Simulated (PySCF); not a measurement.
Two-component Hartree-Fock for Ti¹²⁺ (titanium, charge +12)

Start: [Ne]. Calculated with PySCF 2.14 in an even-tempered Gaussian basis (18 s from 0.43 bohr⁻², ratio 2.6; 12 p from 0.55 bohr⁻², ratio 2.6; 6 d from 0.57 bohr⁻², ratio 2.8; 3 f from 22 bohr⁻², ratio 2.8): generalised Hartree-Fock with the X2C-1e Hamiltonian and a Gaussian nucleus; spin-orbit coupling (SO) screened by Boettger's factors.

```json
{"spinor shell": "1s1/2", "electrons": "2", "ε, screened SO (eV)": "-5344.1", "weight of nominal j (screened SO)": "1.000", "rms radius, screened SO (bohr)": "0.0803"}
{"spinor shell": "2s1/2", "electrons": "2", "ε, screened SO (eV)": "-892.51", "weight of nominal j (screened SO)": "1.000", "rms radius, screened SO (bohr)": "0.345"}
{"spinor shell": "2p1/2", "electrons": "2", "ε, screened SO (eV)": "-795.48", "weight of nominal j (screened SO)": "1.000", "rms radius, screened SO (bohr)": "0.313"}
```

(1) Where does 2p3/2 lie, and what is the 2p spin-orbit splitting (screened SO)?

| quantity | screened SO |
| --- | --- |
| E (hartree) | -795.01484 |
| M_J | 0 |
| ⟨J²⟩ | 0.000 |
| ⟨L²⟩ | 0.000 |
| ⟨S²⟩ | 0.000 |

Answers

(1) At -789.31 eV, 6.166 eV above 2p1/2.
